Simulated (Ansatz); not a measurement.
Harmonic frequencies (cm⁻¹) at PBE0-D4/def2-TZVP from Ansatz: 45, 64, 89, 106, 115, 146, 283, 355, 410, 501, 521, 530, 573, 646, 712, 771, 872, 890, 916, 936, 940, 979, 1003, 1134, 1191, 1259, 1380, 2187, 2209, 2216, 2225, 2231, 2586, 2674, 3013, 3055.

Each molecule was computed in one conformer, which needn't be the lowest.

Question: Which molecule is it?
A. `B[SiH2]CS[SiH3]`
B. `FC(F)([SiH3])[SiH3]`
C. `CB[BH][GaH2]`
D. `BCS[SiH2][SiH3]`

Answer: D.
